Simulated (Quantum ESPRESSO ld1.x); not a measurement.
Results of a calculation; reference values are marked as such.
Q: The mean radii <r> (bohr) of the occupied orbitals of an atom or ion are listed with their occupations. Level of theory: Dirac Kohn-Sham, relativistic LDA (MacDonald-Vosko exchange, VWN5 correlation), spin-unpolarised, spherical densities, point nucleus (ld1.x of Quantum ESPRESSO 7.5).

| orbital | occ. | <r> |
|---|---|---|
| 1s1/2 | 2 | 0.02417 |
| 2s1/2 | 2 | 0.1013 |
| 2p1/2 | 2 | 0.08481 |
| 2p3/2 | 4 | 0.09081 |
| 3s1/2 | 2 | 0.2444 |
| 3p1/2 | 0.333333 | 0.2308 |
| 3p3/2 | 0.666667 | 0.2396 |

Name the element and its charge. Open shells, if any, are shared by 2j + 1.

A: Z = 59, praseodymium, charge +46: Pr46+ in [Ne] 3s2 3p1. The 1s radius gives Z: for a bare nucleus <r> = (2 gamma + 1)/(2Z) with gamma = sqrt(1 - (Z/c)^2), 0.02377 bohr for Z = 59, and screening makes it slightly larger (0.02417 here). The occupations add up to 13, and the charge is Z minus that.
